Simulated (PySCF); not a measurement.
WOSFCl, SMILES [F][W](=[S])(=[O])[Cl], multiplicity 1. Coordinates come from a B3LYP-D3(BJ)/def2-SVP optimisation. The multiplicity is an assumed one; no other spin state was optimised. The structure was generated by enumeration; whether it is a known compound was not checked. The def2 effective core potentials stand for the cores of W; spin–orbit coupling is left out.

Computed equilibrium geometry at B3LYP-D3(BJ)/def2-SVP (PySCF confirms it by a frequency run) as Cartesian coordinates in Å:
```xyz
5

W      0.0190    -0.1337    -0.1533
O      1.2184    -0.0299    -1.3540
S      1.0294    -0.4688     1.6996
F     -1.0981    -1.5857    -0.5049
Cl    -1.0436     1.8767    -0.0278
```
